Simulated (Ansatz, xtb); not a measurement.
**Two isomers of C5H5NO**

Structure X: `C=Cc1ncco1`, a singlet. Structure Y: `C=Cc1cocn1`, a singlet. Both are isolated molecules in the gas phase, relaxed with PBE0-D3(BJ)/def2-SVP; the shapes shown needn't be the lowest conformers.

X (Å):

```xyz
12

C    -2.5150   -1.5325   -0.0076
C    -1.6458   -0.8772   -0.7848
C    -0.8596    0.2494   -0.3199
C     0.0788    1.8255    0.7412
C     0.5813    1.8321   -0.5245
N    -0.8371    0.8111    0.8529
O    -0.0156    0.8276   -1.2039
H    -3.0904   -2.3768   -0.3924
H    -2.6651   -1.2319    1.0326
H    -1.4827   -1.1639   -1.8272
H     0.3207    2.4860    1.5720
H     1.3091    2.4341   -1.0603
```

Y (Å):

```yaml
atoms:
  - { symbol: C, position_ang: [-2.6898, -1.1295, -0.2544] }
  - { symbol: C, position_ang: [-1.3661, -1.0204, -0.0983] }
  - { symbol: C, position_ang: [-0.6507, 0.2451, -0.1313] }
  - { symbol: C, position_ang: [0.6887, 0.4778, 0.0142] }
  - { symbol: C, position_ang: [-0.3253, 2.3327, -0.2932] }
  - { symbol: N, position_ang: [-1.2765, 1.4670, -0.3285] }
  - { symbol: O, position_ang: [0.8967, 1.8120, -0.0893] }
  - { symbol: H, position_ang: [-3.1858, -2.1017, -0.2223] }
  - { symbol: H, position_ang: [-3.3027, -0.2393, -0.4182] }
  - { symbol: H, position_ang: [-0.7529, -1.9122, 0.0657] }
  - { symbol: H, position_ang: [1.5575, -0.1512, 0.1843] }
  - { symbol: H, position_ang: [-0.3880, 3.4141, -0.4061] }
```

Energies in hartree; the thermal terms are from GFN2-xTB frequencies at re-optimised GFN2-xTB minima (ideal gas, soft modes damped towards free rotors, one conformer each, 298.15 K, 1 atm) and include the zero-point energy:

```
                              X           Y
E, CCSD(T)/def2-SVP  −322.347397  −322.346598
    E, MP2/def2-SVP  −322.267551  −322.266641
  E, MP2/def2-TZVPP  −322.858585  −322.857590
  zero-point energy     0.088733     0.088788
       H(298 K) − E     0.095610     0.095663
       G(298 K) − E     0.058952     0.058974
```

Problem. Correct the CCSD(T) difference for the basis set by the MP2 change, then work out ΔE, ΔE₀, ΔH and ΔG for X → Y in kJ/mol (1 Eh = 2625.50 kJ/mol) and the equilibrium ratio [Y]/[X].

Solution. 1. Differences Y − X: CCSD(T) +0.000799, MP2 in the small set +0.000910, MP2 in the large set +0.000995 Eh.
2. ΔE = +0.000799 + (+0.000995 − (+0.000910)) = +0.000884 Eh = +2.32 kJ/mol.
3. ΔE₀ = ΔE + ΔZPE = +0.000884 + (+0.000055) Eh = +2.47 kJ/mol.
4. ΔH = ΔE + (+0.000053) Eh = +2.46 kJ/mol.
5. ΔG = ΔE + (+0.000022) Eh = +2.38 kJ/mol, so ΔS = (ΔH − ΔG)/T = +0.3 J/(mol K).
6. kT = 0.9442 mEh, so K = [Y]/[X] = exp(−ΔG/kT) = exp(−0.96) ≈ 0.38.

The two are too close for this level to say which is favoured. An error of 4 kJ/mol in ΔG would change K by a factor of 5. Mirror images and further conformers aren't counted.

As drawn, both hold the same kinds of bond in the same numbers.

Other levels gave ΔE = +6.2 (GFN2-xTB); +6.8 (HF/STO-3G, GFN2-xTB geometries); +5.8 (r2SCAN-D4/def2-SVP, GFN2-xTB geometries); +4.2 (PBE0-D3(BJ)/def2-SVP); +4.0 (HF/def2-SVP); +2.4 (MP2/def2-SVP); +2.1 (CCSD(T)/def2-SVP) kJ/mol. The correlated steps freeze 7 core orbitals. Programs: Ansatz 0.2.0, xtb 6.7.1.
